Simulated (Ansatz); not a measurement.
Mulliken charges of Cl3F2HSi2, SMILES `F[Si](F)(Cl)[SiH](Cl)Cl` from r2SCAN/def2-TZVPP in Ansatz (PBE0-D4/def2-TZVP geometry).

```csv
atom,x (Å),y (Å),z (Å),charge (e)
F1,-0.506,0.354,-2.237,-0.283
Si2,-0.513,-0.524,-0.921,0.778
F3,0.112,-1.927,-1.301,-0.283
Cl4,-2.428,-0.801,-0.332,-0.190
Si5,0.739,0.506,0.763,0.446
Cl6,-0.143,2.301,1.169,-0.206
Cl7,0.678,-0.710,2.401,-0.206
H8,2.153,0.744,0.403,-0.056
```

By hand: the dipole of these point charges (1 e Å = 4.8032 D).

Σ q r = (0.273, 0.046, -0.070) e Å, of length 0.286 e Å = 1.37 D.

How does the dipole of the full density compare? (An estimate is asked.)

The calculation gave: (0.156, 0.072, 0.073) e Å, 0.90 D; the point charges give 1.52 times that, at 40° from its direction.

Point charges leave out the atoms' own dipoles, such as those of lone pairs, and Mulliken's split depends on the basis, so the two needn't agree.
